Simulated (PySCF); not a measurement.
SMILES [CH]1COCCO1 (C4H7O2), doublet at its PBE0/def2-SVP optimised geometry (Å):

```
13

C      1.2441    -0.1723    -1.0812
C      0.6766    -1.0301     0.0000
O     -0.7306    -1.0301     0.0000
C     -1.2224     0.2825     0.0000
C     -0.7492     1.0208    -1.2345
O      0.6651     1.0315    -1.3102
H      2.3215    -0.1641    -1.2696
H      1.0394    -0.6848     1.0006
H      1.0151    -2.0706    -0.1205
H     -2.3215     0.2296     0.0169
H     -0.8893     0.8249     0.9102
H     -1.1573     0.5261    -2.1348
H     -1.0770     2.0706    -1.2266
```

Computed with unrestricted PBE0/def2-TZVP (PySCF 2.14.0). Cells within 0.4 Å of a nucleus heavier than hydrogen are left out (blank, or x).

Map of the HOMO amplitude (α) (bohr^(-3/2)) on the plane z = 0.0 Å; orbital energy -5.14 eV, overall sign arbitrary:

```
|22222222222222222222222222222|
|22222222222222222222222222222|
|22222222222222222222222222222|
|22222222222222222222222222222|
|22222222222222222222222222222|
|22222222222222222222222222222|
|22222222222222111122222222222|
|22222222222221111112222222222|
|22222222332221100012223332222|
|22222223333321000012233333222|
|22222233333321000012333333322|
|22222233344432100134444333322|
|2222222334x543212456654433322|
|222222223xxx43234688765433332|
|2222222222xx43335899865433332|
|22222222212344335899865433332|
|222222222112x543x788754433322|
|22222222210xx74xxx76544333322|
|22222222211xx643xx65443333222|
|22222222222234445665433333222|
|22222222222233346765433332222|
|22222222222233345764333322222|
|22222222222223334444333222222|
|22222222222222333333333222222|
|22222222222222333333332222222|
|22222222222222223333222222222|
|22222222222222222222222222222|
|22222222222222222222222222222|
|22222222222222222222222222222|
```
Scale: ten equal steps from -0.030 (start of '0') to 0.077 (end of '9'), in the order '0123456789'; x runs from -4.50 to 4.50, y from -4.50 (bottom) to 4.50 (top).
